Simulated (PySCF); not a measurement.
Excitations are Tamm–Dancoff values on a coarser integration grid. The basis has no diffuse functions, so Rydberg states are missing or too high.

Cartesian coordinates (Å):
```xyz
18

B     -0.2734     2.3514     0.1051
C     -0.3769     0.8117     0.0324
C     -1.6385     0.1572    -0.0173
C     -2.8600     0.9078     0.0007
N     -3.8870     1.4591     0.0121
C     -1.7586    -1.2497    -0.0862
C     -0.6246    -2.0541    -0.1073
C      0.6324    -1.4442    -0.0587
S      2.1725    -2.2527    -0.0725
C      3.0033    -0.7316     0.0126
C      2.1639     0.3465     0.0501
C      0.7780    -0.0265     0.0106
H      0.8037     2.8929     0.1421
H     -1.2725     3.0223     0.1246
H     -2.7525    -1.7011    -0.1228
H     -0.7198    -3.1420    -0.1607
H      4.0940    -0.7234     0.0306
H      2.5158     1.3764     0.1046
```
Charge 0, spin multiplicity 1.

Task: What is the computed HOMO–LUMO gap, S1 excitation (TDA) and dipole moment (PySCF with r2SCAN-D4/def2-TZVP // r2SCAN-D4/def2-SVP)?

Result: 
```
Property              Result
-------------------  -------
HOMO–LUMO gap        2.91 eV
S1 excitation (TDA)  3.30 eV
dipole moment         5.69 D
```
